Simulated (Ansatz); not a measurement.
`[SiH3][O][AlH][SiH3]` + `[CH3][MgH]` → `[CH3][AlH][SiH3]` + `[MgH][O][SiH3]`  (redistribution)

Computed with Ansatz on PBE0-D4/def2-TZVP structures; ΔE is electronic, products minus reactants. CCSD(T)/CBS adds triple-zeta CCSD(T) − MP2 to the extrapolated MP2 energy (def2 sets, frozen cores). DFT in def2-TZVPP. For Mg outer-core shells are correlated without core-valence functions, which leaves a few kJ/mol of doubt a bond. One conformer a species, not always the lowest.

| level | ΔE (kJ/mol) |
| --- | --- |
| ωB97X-V | -9.8 |
| PBE0 | -10.5 |

Q: What does CCSD(T)/CBS give? (Best estimate.)

A: The calculation gave: -11.5 kJ/mol. The listed levels differ from it by 1.7, 1.0 kJ/mol.

Largest T1 diagnostic among the species: 0.013.
